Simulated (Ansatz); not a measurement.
`C[SiH](Cl)Cl` + H₂ → `Cl[SiH2]Cl` + CH₄  (hydrogenolysis of the Si–C bond)

Isolated molecules relaxed with PBE0-D4/def2-TZVP in Ansatz; ΔE leaves out vibrations. CCSD(T)/CBS adds triple-zeta CCSD(T) − MP2 to the extrapolated MP2 energy (def2 sets, frozen cores). This one scheme is used for every species. DFT in def2-TZVPP.

`C[SiH](Cl)Cl`:

```xyz
8

C    -0.356   -0.459   -0.853
Si    0.362    0.430    0.598
Cl    1.192   -0.919    1.898
Cl   -1.109    1.469    1.574
H    -0.803    0.256   -1.548
H     0.425   -1.017   -1.376
H    -1.128   -1.159   -0.528
H     1.418    1.398    0.234
```

H₂:

Z-matrix (Å, degrees):
```
H
H 1 0.746
```

`Cl[SiH2]Cl`:

Cartesian coordinates in Å:
```
Cl 1.024 0.099 -1.672
Si -0.083 0.106 0.042
Cl 0.184 -1.644 1.056
H -1.508 0.223 -0.321
H 0.382 1.216 0.895
```

CH₄:

Cartesian coordinates in Å:
```
C 0.000 0.000 0.000
H -0.189 -0.870 -0.629
H 1.001 -0.069 0.424
H -0.734 0.033 0.805
H -0.078 0.906 -0.600
```

```csv
species,PBE energy (Eh)
`C[SiH](Cl)Cl`,-1249.99094
H₂,-1.16614
`Cl[SiH2]Cl`,-1210.69834
CH₄,-40.46430
```

**Question.** Work out ΔE.

**Answer.** ΔE = (-1210.69834) + (-40.46430) − (-1249.99094) − (-1.16614) = -0.00556 Eh = -14.6 kJ/mol. CCSD(T)/CBS gives -10.9 kJ/mol.

**Question.** What do rigid-rotor, harmonic-oscillator terms from PBE0-D4/def2-TZVP frequencies (298.15 K, 1 bar) make of the CCSD(T)/CBS value? (Estimate.)

**Answer.** Computed: ΔZPE = +15.9 kJ/mol, ΔH = +1.5 kJ/mol, ΔS = 13 J/(mol·K), ΔG = -2.4 kJ/mol.

Largest T1 diagnostic among the species: 0.009.

The D4 term adds +9.9 kJ/mol with B3LYP and +5.4 kJ/mol with PBE0; it sums over pairs of atoms, weighted by their polarisabilities, and B3LYP, whose exchange is more repulsive, gets the larger term. In def2-TZVPP, CCSD(T) changes the Hartree–Fock value by +21.6 kJ/mol (the triples alone add +4.1 kJ/mol) and MP2 by +27.4 kJ/mol.

B3LYP here is the variant with VWN-RPA as its local correlation; programs differ in this.
